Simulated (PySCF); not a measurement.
**Diatomics of Sn with the third period**

CCSD(T) with double-zeta basis sets in PySCF, for the lowest determinant that a PBE0 search found; no spin–orbit coupling. De refers to high-spin ground-configuration atoms.

| M | basis | reference, frozen orbitals | state (unpaired electrons) | Re (Å) | ωe (cm⁻¹) | De (eV) |
| --- | --- | --- | --- | --- | --- | --- |
| Na | def2-SVP | UHF, 5 | quartet (σ ↑, π ↑↑) | 2.950 | 186 | 1.15 |
| Mg | def2-SVP | ROHF, 5 | triplet (π ↑↑) | 2.819 | 213 | 0.69 |
| Al | x2c-SVPall | UHF, 23 | quartet (σ ↑, π ↑↑) | 2.671 | 270 | 2.00 |
| Si | x2c-SVPall | UHF, 23 | triplet (π ↑↑) | 2.537 | 344 | 2.25 |
| S | def2-SVP | RHF, 9 | singlet (closed shell) | 2.249 | 471 | 4.39 |
| Cl | x2c-SVPall | UHF, 23 | doublet (π ↑) | 2.396 | 360 | 3.34 |

The shortest bond is that of SnS (2.249 Å), the longest that of NaSn (2.950 Å). SnS is bound most strongly (4.39 eV) and MgSn least (0.69 eV).

The rows differ in basis set, which adds steps of its own.

The state changes along the series, so neighbouring rows are not always alike in their bonding.

Correlated steps freeze the inner cores (5 to 23 orbitals); shallow outer-core shells are correlated. UHF and ROHF references stand side by side, which adds small steps between rows. Correlated levels converge slowly with the basis: in double zeta they bind strong bonds too weakly, by up to about 1 eV, and carry superposition errors of some tenths. Spin–orbit coupling is left out, which matters for elements this heavy, above all for dissociation energies. Where the molecule has an RHF reference, its open-shell atoms are computed with UHF. The CCSD T1 diagnostic is raised in SnS, a sign that a single reference may not be enough there. States were picked by a PBE0 search and need not be the measured ground states.
